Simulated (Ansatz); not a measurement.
Start from `FCOCF` and change one atom or group to get `[OH][AlH][O]CF`.

Ansatz, PBE0-D4/def2-TZVP geometries, multiplicity 1. Each molecule was computed in one conformer, which needn't be the lowest.

```
                                                                                  property  `FCOCF`
ideal-gas entropy at 298 K and 1 bar (rigid rotor, harmonic PBE0-D4/def2-TZVP) / J/(mol·K)      305
                                        size of the dipole moment (ωB97M-V/def2-TZVPP) / D     0.09
                                                     HOMO energy (ωB97M-V/def2-TZVPP) / eV   -11.87
                                                     HOMO–LUMO gap (B3LYP/def2-TZVPP) / eV    10.35
                                                       LUMO energy (B3LYP/def2-TZVPP) / eV     1.12
                                                       HOMO–LUMO gap (PBE/def2-TZVPP) / eV     8.26
```

(1) Give the same properties after the change, and the shifts. (Best estimate.)

Results:

(1) Computed: 
```
                                                                                  property  `[OH][AlH][O]CF`  shift
ideal-gas entropy at 298 K and 1 bar (rigid rotor, harmonic PBE0-D4/def2-TZVP) / J/(mol·K)               346     41
                                        size of the dipole moment (ωB97M-V/def2-TZVPP) / D              1.60   1.51
                                                     HOMO energy (ωB97M-V/def2-TZVPP) / eV            -10.97   0.90
                                                     HOMO–LUMO gap (B3LYP/def2-TZVPP) / eV              7.81  -2.54
                                                       LUMO energy (B3LYP/def2-TZVPP) / eV             -0.51  -1.63
                                                       HOMO–LUMO gap (PBE/def2-TZVPP) / eV              5.90  -2.36
```

With PBE0 the HOMO rises by 0.90 eV and the LUMO falls by 1.76 eV, so the gap narrows by about 2.66 eV. PBE moves the HOMO by 0.76 eV and ωB97M-V by 0.90 eV. Dipoles are sizes alone; their direction can turn. Modes under 60 cm⁻¹, often nearly free rotors, make the harmonic entropy too high.

B3LYP here is the variant with VWN-RPA as its local correlation; programs differ in this.
